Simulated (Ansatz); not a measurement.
The cluster V₂N₂. Charge 0, multiplicity 1. Geometry PBE-D4/def2-SVP.

```csv
atom,x (Å),y (Å),z (Å)
V1,-0.5196,1.0458,0.2738
V2,-0.0804,-0.1087,-1.1918
N3,-0.3341,-0.8027,0.5323
N4,0.9341,-0.1344,0.3857
```

The 6-31G sets use Cartesian d functions. The restricted singlet is unstable towards broken spin symmetry in Hartree–Fock (as tested in another run); at HF/STO-3G, HF/6-31G this wasn't settled. The structure comes from a short search, and lower isomers may exist.

Task: Estimate the orbital energies around the gap (eV) in Ansatz with HF/STO-3G, HF/6-31G, PBE-D4/def2-SVP, PBE-D4/def2-TZVPD, r2SCAN-D4/def2-TZVPD.

Result: 
```
orbital  HF/STO-3G  HF/6-31G  PBE-D4/def2-SVP  PBE-D4/def2-TZVPD  r2SCAN-D4/def2-TZVPD
HOMO−13     -57.14    -55.99           -41.07             -41.47                -42.95
HOMO−12     -56.65    -55.51           -40.70             -41.06                -42.50
HOMO−11     -56.52    -55.21           -40.57             -40.97                -42.43
HOMO−10     -55.37    -54.16           -39.35             -39.74                -41.23
 HOMO−9     -29.46    -33.23           -21.75             -22.25                -23.35
 HOMO−8     -19.51    -22.83           -13.62             -14.30                -15.16
 HOMO−7     -10.24    -14.01            -8.32              -8.70                 -8.93
 HOMO−6     -10.01    -13.27            -8.16              -8.53                 -8.82
 HOMO−5      -9.23    -12.78            -7.95              -8.42                 -8.68
 HOMO−4      -6.04    -11.41            -5.51              -6.00                 -6.13
 HOMO−3      -5.85    -10.65            -4.58              -4.99                 -5.19
 HOMO−2      -4.76     -9.32            -4.42              -4.85                 -5.01
 HOMO−1      -4.61     -8.91            -3.90              -4.28                 -4.33
   HOMO      -4.02     -6.75            -3.56              -4.04                 -4.22
   LUMO       4.33      0.06            -2.50              -3.00                 -2.66
 LUMO+1       7.46      1.06            -2.18              -2.51                 -2.19
 LUMO+2       7.66      1.19            -1.87              -2.25                 -1.99
 LUMO+3       8.39      1.94            -1.75              -2.14                 -1.84
 LUMO+4       8.49      1.95            -1.20              -1.76                 -1.54
 LUMO+5       8.83      2.27            -1.01              -1.65                 -1.42
```
